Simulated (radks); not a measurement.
Polarisability of the tantalum ion Ta+, [Xe] 4f14 5d3 6s1, at imaginary frequency. Calculated with a radial shooting solver on a logarithmic mesh with Libxc functionals: scalar-relativistic Kohn-Sham, LB94 model potential, spin-polarised, spherical densities, finite nucleus; open shells are filled with parallel spins first (spin-orbit coupling, left out, can overturn this in heavy ions); Fermi nuclear charge, rms radius 5.3507 fm. Response by self-consistent Sternheimer equations with the Hartree and adiabatic LDA kernel, the relativistic mass of each level held fixed and spin-orbit coupling left out.

w (hartree),alpha1(iw) (bohr^3)
0.00266,34.32
0.0143,34.22
0.0360,33.66
0.0697,31.98
0.118,28.53
0.186,23.36
0.280,17.62
0.413,12.56
0.605,8.638
0.892,5.745
1.35,3.624
2.12,2.080
3.59,1.026
6.94,0.4012
17.5,0.09911

Static values: alpha1 = 34.33 bohr^3 (5.086 angstrom^3; uncoupled 55.43). C6 = 280.0, triple-dipole C9 = 6512 atomic units. One-pole (London) frequency 4 C6 / (3 alpha1^2) = 0.317 hartree, against 0.597 for minus the highest occupied eigenvalue.
